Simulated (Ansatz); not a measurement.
Saddle point of Ge₂H₅Cl, closed shell (Ge₂H₅Cl ([Cl][GeH2][GeH3]) → GeH₃Cl ([Cl][GeH3]) + GeH₂ (still joined by a long Ge–Cl bond); bonds formed: Ge1–Cl3; bonds broken: Ge1–Ge2; bonds weakened to dative contacts: Ge2–Cl3), PBE0-D4/def2-TZVP structure:

```xyz
8
angstrom
Ge -0.0659 -0.4411 1.2150
Ge -0.2588 0.9268 -1.1643
Cl 0.9503 -1.1623 -0.8225
H -1.0592 0.4561 -2.4246
H 0.9251 1.6904 -1.8479
H -1.5918 -0.5669 1.2802
H 0.5560 0.7927 1.8786
H 0.5443 -1.6957 1.8854
```

Energies are electronic, without zero-point energy. Barriers and step energies count from the start structure reached by relaxing down the imaginary mode; all methods use the PBE0-D4 structures, on which another method's saddle can fall below an end. Computed with Ansatz 0.2.0 (basis: def2-TZVPP, with def2-QZVPP for the basis limit); correlated methods freeze the cores. Filled d shells of the heavier atoms are correlated. The def2 sets are not built for correlating such inner shells, so the correlated values are less sure here. B3LYP uses VWN-RPA correlation. Extrapolation: Hartree–Fock as exp(−7.88 √X), correlation as X^−2.97.

```json
{"method": "SPW92", "barrier (eV)": "1.794", "step energy (eV)": "1.675"}
{"method": "PBE-D4", "barrier (eV)": "?", "step energy (eV)": "1.576"}
{"method": "BLYP-D4", "barrier (eV)": "?", "step energy (eV)": "1.402"}
{"method": "r2SCAN-D4", "barrier (eV)": "?", "step energy (eV)": "1.712"}
{"method": "B97M-V", "barrier (eV)": "1.947", "step energy (eV)": "1.645"}
{"method": "PBE0-D4", "barrier (eV)": "1.955", "step energy (eV)": "1.695"}
{"method": "B3LYP-D4", "barrier (eV)": "1.892", "step energy (eV)": "1.522"}
{"method": "r2SCAN0-D4", "barrier (eV)": "2.055", "step energy (eV)": "1.764"}
{"method": "BHLYP-D4", "barrier (eV)": "2.087", "step energy (eV)": "1.632"}
{"method": "CAM-B3LYP-D4", "barrier (eV)": "2.052", "step energy (eV)": "1.618"}
{"method": "wB97X-V", "barrier (eV)": "2.099", "step energy (eV)": "1.704"}
{"method": "wB97M-V", "barrier (eV)": "1.951", "step energy (eV)": "1.553"}
{"method": "B2PLYP", "barrier (eV)": "2.019", "step energy (eV)": "1.647"}
{"method": "PBE-QIDH", "barrier (eV)": "2.132", "step energy (eV)": "1.825"}
{"method": "RPA on PBE", "barrier (eV)": "1.992", "step energy (eV)": "1.634"}
{"method": "HF", "barrier (eV)": "2.343", "step energy (eV)": "1.693"}
{"method": "MP2", "barrier (eV)": "2.156", "step energy (eV)": "1.812"}
{"method": "CCSD", "barrier (eV)": "2.176", "step energy (eV)": "1.742"}
{"method": "CCSD(T)", "barrier (eV)": "2.104", "step energy (eV)": "1.734"}
```

**Question.** Fill in the withheld barriers. (To be estimated.)

**Answer.** Computed: PBE-D4 1.763; r2SCAN-D4 1.944; BLYP-D4 1.725 eV. Each is the energy of the saddle less that of the start structure, by the same method.

For comparison, the barrier by CCSD(T) at an estimated basis limit (MP2 extrapolated from triple and quadruple zeta, plus CCSD(T) − MP2 in triple zeta) is 2.059 eV.

T1 diagnostic: at most 0.013.

Losses and insertions of silylenes and their heavier kin drive the gas-phase chemistry of silicon and germanium vapour deposition.

Labels in which every atom is bracketed show which atoms are joined, not bond orders.

For scale, one of the runs: CCSD(T)/def2-TZVPP, 208 basis functions, launched by `ansatz run in.yaml --threads 4 --pin off --events-out ev --progress --plain --max-ram 9574MiB`. Time: 2.6 min of wall clock on 4 CPU threads of an Intel Xeon; the host was shared. Peak host memory: 2.7 GiB.
